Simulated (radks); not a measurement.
Polarisabilities and homonuclear dispersion coefficients (atomic units). Level of theory: non-relativistic Kohn-Sham, exchange-only LDA, spin-polarised, spherical densities, point nucleus; open shells are filled with parallel spins first (spin-orbit coupling, left out, can overturn this in heavy ions) (a radial shooting solver on a logarithmic mesh with Libxc functionals). Response by self-consistent Sternheimer equations with the Hartree and adiabatic exchange-only LDA kernel. For heavy and open-shell atoms this level of theory can miss by tens of per cent. "Uncoupled" leaves out the induced potential. Quadrupole and octupole values are given only where no p, d or f shell is open.

[
 {"species": "Nb3+", "configuration": "[Kr] 4d2", "alpha1 (bohr^3)": "6.138", "alpha1, uncoupled": "8.735", "C6": "26.83", "recommended alpha1": "-"},
 {"species": "Nb", "configuration": "[Kr] 4d4 5s1", "alpha1 (bohr^3)": "100.1", "alpha1, uncoupled": "180.3", "C6": "1146", "recommended alpha1": "98 +/- 8"},
 {"species": "Nb+", "configuration": "[Kr] 4d4", "alpha1 (bohr^3)": "29.79", "alpha1, uncoupled": "41.96", "C6": "194.6", "recommended alpha1": "-"},
 {"species": "Cr", "configuration": "[Ar] 3d5 4s1", "alpha1 (bohr^3)": "73.11", "alpha1, uncoupled": "118.7", "C6": "617.5", "recommended alpha1": "83 +/- 12"},
 {"species": "Se", "configuration": "[Ar] 3d10 4s2 4p4", "alpha1 (bohr^3)": "30.20", "alpha1, uncoupled": "45.35", "C6": "256.9", "recommended alpha1": "28.9 +/- 1"},
 {"species": "Mn", "configuration": "[Ar] 3d5 4s2", "alpha1 (bohr^3)": "83.32", "alpha1, uncoupled": "145.3", "C6": "793.2", "recommended alpha1": "68 +/- 9"}
]

Recommended values: Schwerdtfeger and Nagle, table of static dipole polarisabilities (2023 update), measured or computed.

Beside tabulated values, note that relativity, absent from the non-relativistic runs, is large for the heavy elements.
